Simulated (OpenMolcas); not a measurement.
# Pt3+: moving or changing the point charges

Pt3+ among 6 point charges of -1.7 e arranged as a tetragonal octahedron (D4h), 1.92 Å from the ion, with the axial distance 2.208 Å.
```
   1.9200    0.0000    0.0000  -1.70
   0.0000    1.9200    0.0000  -1.70
  -1.9200    0.0000    0.0000  -1.70
   0.0000   -1.9200    0.0000  -1.70
   0.0000    0.0000    2.2080  -1.70
   0.0000    0.0000   -2.2080  -1.70
```

* Program: OpenMolcas 26.06
* Method: SS-CASPT2, IPEA 0.25 Eh, imaginary shift 0.1 Eh (closed shells correlated: 5s 5p)
* Basis: ANO-RCC-VDZP [7s6p4d2f]
* Scalar Hamiltonian: DKH2, point nucleus
* Active space: 7 electrons in 5 orbitals (5d)
* State averaging: 2S+1 = 4 even, 10 roots; 2S+1 = 2 even, 40 roots
* Spin-orbit coupling: RASSI with atomic mean-field integrals over the reference wave functions

Runs around this geometry, states (labels of D4, the rotations of D4h). Energies in cm-1 above the lowest state or level, χT in cm3 K/mol.

```tsv
R (Å)	q (e)	Axial / equatorial distance	Ground state	First state of that spin	First gap with spin-orbit (degeneracies)	χT at 300 K	First state of another spin
1.92	-1.7	1.06	4A2	4E 1190	1020 (2, 2)	3.010	2A1 5210
1.92	-1.1	1.15	4A2	4E 1500	1060 (2, 2)	3.452	2A1 8950
1.81	-1.7	1.15	4A2	4E 3310	2820 (2, 2)	1.948	2A1 1890
1.92	-1.7	1.15	4A2	4E 2550	1860 (2, 2)	2.741	2A1 5130
2.02	-1.7	1.15	4A2	4E 2250	1430 (2, 2)	3.133	2A1 7320
```

Taking the first state of the same spin as R^-n, n = -ln(2250 / 3310) / ln(2.02 / 1.81) = 3.5 between the shortest and longest distance.

Scaling the charges by -1.1 / -1.7 = 0.65 scales the first state of the same spin by 1500 / 2550 = 0.59; with fixed orbitals a first-order splitting would follow the charge.

This shell can be high or low spin here, a state of another spin lies low, and with metal d orbitals alone active their balance is uncertain, so the ground spin may be wrong. Point charges give a weaker field than real ligands, and real ions of this kind are as a rule low spin; the high spin found here belongs to the model. Free-ion shares, where given, are those of the reference states; single-state CASPT2 does not remix them. Spin-orbit coupling mixes the spin-free states strongly: the lowest level takes only 56 % from its leading state, 4A2 (figures for R = 1.92, q = -1.7, ratio = 1.06; the like holds for R = 1.92, q = -1.1, ratio = 1.15, R = 1.81, q = -1.7, ratio = 1.15, R = 1.92, q = -1.7, ratio = 1.15, R = 2.02, q = -1.7, ratio = 1.15). Point charges carry no covalency, so the field is a model and not that of real ligands. No measured value stands beside these numbers.
